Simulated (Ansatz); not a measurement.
Basis-set extrapolation for C₂H₇AlSSi (`C=[C]([AlH2])[SiH2]S`) (PBE0-D4/def2-TZVP geometry, frozen core, Ansatz 0.2.0). Multiplicity 1, RHF reference.

```tsv
	def2-TZVPP	def2-QZVPP
HF	-1008.253750	-1008.284438
MP2 correlation	-0.709835	-0.761260
CCSD(T) correlation	-0.807588	not run
```

Energies in hartree. Use E(X) = E(∞) + A·exp(−7.88·√X) for Hartree–Fock and E(X) = E(∞) + B·X^(−2.97) for correlation, with X = 3 and 4, and add CCSD(T) minus MP2 of the smaller set to the MP2 limit.

Q: What is the CCSD(T) energy at the basis-set limit?

A: HF limit: -1008.284438 + (-0.030688) × 0.13774 = -1008.28866. MP2 limit: -0.761260 + (-0.051425) × 0.74074 = -0.79935. Higher-order term: -0.807588 − (-0.709835) = -0.09775. Total: -1009.18576 hartree, 326.7 kJ/mol below CCSD(T)/def2-TZVPP.
